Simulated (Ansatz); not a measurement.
Consider the ligand exchange at the Si–O bond: `[MgH][O][SiH3]` + `NC(O)(F)F` → `NC(F)(F)O[SiH3]` + `[OH][MgH]`.

Gas-phase electronic energies from Ansatz, PBE0-D4/def2-TZVP geometries. CCSD(T)/CBS adds triple-zeta CCSD(T) − MP2 to the extrapolated MP2 energy (def2 sets, frozen cores). DFT in def2-TZVPP. For Mg outer-core shells are correlated without core-valence functions, which leaves a few kJ/mol of doubt a bond. Each species was taken in one conformer, which may not be the lowest.

```
        level  ΔE (kJ/mol)
      ωB97X-V         35.1
MP2/CBS(def2)         35.6
```

(1) What does CCSD(T)/CBS give? (An estimate is asked.)

Largest T1 diagnostic among the species: 0.012.

Answers

(1) Computed: +37.8 kJ/mol. The listed levels differ from it by -2.7, -2.2 kJ/mol.

In def2-TZVPP, CCSD(T) changes the Hartree–Fock value by −4.6 kJ/mol (the triples alone add −0.6 kJ/mol) and MP2 by −6.8 kJ/mol. The D4 term adds −3.3 kJ/mol with B3LYP and −2.0 kJ/mol with PBE0; it sums over pairs of atoms, weighted by their polarisabilities, and B3LYP, whose exchange is more repulsive, gets the larger term.

B3LYP here is the variant with VWN-RPA as its local correlation; programs differ in this.
